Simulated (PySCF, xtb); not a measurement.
InF₂Br, SMILES [F][In]([F])[Br].

Harmonic wavenumbers (cm⁻¹) from GFN2-xTB (xtb) at its own minimum, in rising order: 59, 83, 85, 220, 339, 357.

What does PBE-D3(BJ)/def2-SVP (PySCF 2.14.0) give at its own minimum? (Estimate from the structure and the level; the computed values follow.)

84, 115, 120, 254, 587, 611. Paired by order, the mean absolute difference is 105 cm⁻¹ and the zero-point energies are 1.6 and 2.5 kcal/mol.
